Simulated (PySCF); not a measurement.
Al(Cl)2(OMe) (CH3AlCl2O), SMILES C[O][Al]([Cl])[Cl].

The structure is a stationary point at PBE0-D3(BJ)/def2-SVP. The structure was generated by enumeration; whether it is a known compound was not checked. One conformer was computed; it need not be the lowest.

Calculation: PBE/def2-TZVP (PySCF).

Isolated molecule, no solvent.

Computed frontier levels, gap, dipole moment and polarisability:
* **highest occupied level**: -7.09 eV
* **lowest empty level**: -1.78 eV
* **orbital gap**: 5.31 eV
* **dipole moment**: 1.67 D
* **quadrupole, principal values (traceless, Buckingham form, about the centre of nuclear charge)**: -6.57, 2.68, 3.89 D·Å
* **mean static polarisability**: 63.8 bohr³ (9.45 Å³)
* **polarisability, principal values**: 49.7, 67.4, 74.3 bohr³
